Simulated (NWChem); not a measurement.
System: C2H2BFO2; SMILES FB1C(=O)OC1

Input file for NWChem:

```
start job
memory heap 200 mb stack 900 mb global 1100 mb
geometry units angstroms noautoz
  O      1.278812    -1.582196     0.000000
  C      0.422860    -0.758982     0.000000
  O     -0.934620    -1.007354     0.000000
  C     -1.411720     0.369599     0.000000
  B      0.098786     0.828463     0.000000
  F      0.762104     1.946356     0.000000
  H     -2.015285     0.581292     0.897089
  H     -2.015285     0.581292    -0.897089
end
basis spherical
  * library def2-svp
end
dft
  xc pw6b95
  iterations 150
  mulliken
end
task dft energy
```

The geometry was optimised at PBE0/def2-SVP.

### Question
What results follow from this input? (PW6B95/def2-SVP.) Quantities: energy (Ha); highest occupied level (eV); orbital gap (eV); dipole (D).

### Answer
The energy (Ha) is -352.72 and the highest occupied level (eV) is -8.04. The orbital gap (eV) is 5.63. The dipole (D) is 3.69.
